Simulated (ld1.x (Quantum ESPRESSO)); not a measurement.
## Varying the ultrasoft potential for gallium (Ga)

Base potential:

Ga, ultrasoft, made with ld1.x (Quantum ESPRESSO) 7.5 (LDA (PZ), fully relativistic). Core [Ar], reference 3d10 4s2 4p1. Waves: 4s (bound): rcut 1.75, rcutus 2.35 bohr; 4s channel at 0.2 Ry: rcut 1.75, rcutus 2.35 bohr; 4p (bound): rcut 1.85, rcutus 1.95 bohr; 4p channel at 0.7 Ry: rcut 1.85, rcutus 1.95 bohr; 3d (bound): rcut 0.55, rcutus 0.65 bohr; 3d channel at -0.1 Ry: rcut 0.55, rcutus 0.65 bohr. Local part: all-electron potential smoothed inside 2.10 bohr (lloc = -1). Core correction: none. Augmentation charge: built from norm-conserving waves at rcut, not smoothed further.

Open shells are filled in proportion to 2j + 1 (rel_dist='average').

All-electron outer shells of the reference configuration (LDA (PZ), scalar-relativistic, ld1.x):

```json
{"shell": "3s", "level (eV)": "-147.43", "outermost node (bohr)": "0.27", "outermost maximum (bohr)": "0.56"}
{"shell": "3p", "level (eV)": "-98.65", "outermost node (bohr)": "0.24", "outermost maximum (bohr)": "0.56"}
{"shell": "3d", "level (eV)": "-19.40", "outermost node (bohr)": "–", "outermost maximum (bohr)": "0.53"}
{"shell": "4s", "level (eV)": "-9.17", "outermost node (bohr)": "0.81", "outermost maximum (bohr)": "1.87"}
{"shell": "4p", "level (eV)": "-2.74", "outermost node (bohr)": "0.87", "outermost maximum (bohr)": "2.53"}
```

Cutoffs, loose and tight: the cutoffs (Ry, on a coarse ladder) from which the occupation-weighted sum of valence levels, in a spherical-Bessel basis at the reference potential, stays within 10 and 1 mRy of its value at 400 Ry. They do not see the model core or the augmentation charge, which bear on the density cutoff. Test errors are all-electron minus pseudo excitation energies from the reference, over the configurations 3d10 4s2 4p0; 3d10 4s1 4p0; 3d10 4s0 4p0; 3d10 4s1 4p2; 3d10 4s2 4p1.3; 3d10 4s2 4p0.5; 3d10 4s1 4p1. A dash means not determined; rows that change the core or the reference have their own tests.

Cutoffs are not given where the Bessel-basis levels miss the radial ones by over 6 mRy, ghosts where they miss by over 20 mRy; a channel whose overlap is not positive is not tested.

A file whose overlap is not positive is unfit for use, and its test errors describe a broken file.

| change | outcome | cutoff, loose | cutoff, tight | bound ghosts | largest test error (meV) |
| --- | --- | --- | --- | --- | --- |
| base | generated | over 300 Ry | over 300 Ry | none | +2.8 |
| all radii scaled by about 0.90 (s 2.12, p 1.76, d 0.58 bohr, rcut 1.58/1.66/0.50); local potential all-electron potential smoothed inside 1.90 bohr (lloc = -1) | generated | over 300 Ry | over 300 Ry | none | +4.5 |
| type PAW; local potential all-electron potential smoothed inside 0.90 bohr (lloc = -1); core correction a·sin(br)/r model core, default radius (ld1.x builds one for every PAW set, though the input has nlcc=.false.); augmentation PSQ, radius 0.55 bohr | generated | – | – | not determined | +35 |
| local potential all-electron potential smoothed inside 0.96 bohr (lloc = -1) | generated, overlap not positive | – | – | not determined (overlap not positive) | +6.7 |
| wave 3d channel at -0.1 Ry: rcut 0.55, rcutus 0.65 bohr becomes 3d channel at 0.7 Ry: rcut 0.55, rcutus 0.65 bohr | generated | over 300 Ry | over 300 Ry | none | +2.8 |
| local potential all-electron potential smoothed inside 1.45 bohr (lloc = -2) | generated | over 300 Ry | over 300 Ry | none | +5.3 |
| waves 4p (bound): rcut 1.85, rcutus 2.24 bohr; 4p channel at 0.7 Ry: rcut 1.85, rcutus 2.24 bohr | generated | over 300 Ry | over 300 Ry | none | +2.8 |
| waves 4s (bound): rcut 1.75, rcutus 3.22 bohr; 4s channel at 0.2 Ry: rcut 1.75, rcutus 3.22 bohr | generated | over 300 Ry | over 300 Ry | none | +2.9 |
| core [Ar] 3d10, valence charge 3; reference 4s1 4p2; waves now 4s (bound): rcut 1.50, rcutus 1.75 bohr; 4s channel at 0.2 Ry: rcut 1.50, rcutus 1.75 bohr; 4p (bound): rcut 2.40, rcutus 2.55 bohr; 4p channel at 0.7 Ry: rcut 2.40, rcutus 2.55 bohr; local potential all-electron potential smoothed inside 1.40 bohr (lloc = -2); core correction Bessel-smoothed model core inside 1.70 bohr | generated | 8 Ry | 12 Ry | none | -89 |

(1) What comes out with this change to the base: augmentation PSQ, inside the norm-conserving radii?

Results:

(1) outcome: generated; cutoff, loose: over 300 Ry; cutoff, tight: over 300 Ry; bound ghosts: none; largest test error (meV): +7.4.
